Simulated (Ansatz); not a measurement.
`CC(F)OCCF`. Total charge 0; spin multiplicity 1. Geometry: relaxed with PBE0-D4/def2-TZVP. It is one conformer, not always the lowest.

```xyz
15

C     2.051   -0.758   -0.724
C     0.618   -0.878   -0.301
F     0.053   -1.990   -0.922
O    -0.065    0.251   -0.695
C    -1.356    0.400   -0.137
C    -1.350    1.345    1.031
F    -0.672    0.788    2.103
H     2.585   -1.679   -0.491
H     2.099   -0.575   -1.798
H     2.524    0.073   -0.199
H     0.504   -1.057    0.774
H    -2.002    0.815   -0.916
H    -1.769   -0.570    0.155
H    -2.375    1.557    1.352
H    -0.846    2.279    0.769
```

Question: What is the dipole moment at PBE/def2-TZVPP? (Best estimate.)

Answer: Ansatz gave: 1.46 D, with components (-0.61, 1.32, 0.14) D in this frame, pointing from negative to positive charge.

Question: And with r2SCAN, B3LYP, ωB97M-V? (Estimate.)

Answer: Computed: r2SCAN 1.50 D, B3LYP 1.56 D, ωB97M-V 1.55 D.

Question: Give the Mulliken charges with PBE, r2SCAN, B3LYP in def2-TZVPP. (An estimate is asked.)

Answer: The calculation gave: 
```tsv
atom	PBE	r2SCAN	B3LYP
C1	-0.23	-0.12	-0.22
C2	0.21	0.32	0.28
F3	-0.20	-0.25	-0.25
O4	-0.23	-0.31	-0.30
C5	0.00	0.09	0.01
C6	0.05	0.17	0.08
F7	-0.21	-0.25	-0.26
H8	0.09	0.05	0.09
H9	0.09	0.05	0.09
H10	0.09	0.05	0.09
H11	0.05	0.02	0.06
H12	0.08	0.04	0.09
H13	0.07	0.05	0.08
H14	0.07	0.04	0.08
H15	0.07	0.04	0.08
```

B3LYP here is the variant with VWN-RPA as its local correlation; programs differ in this.
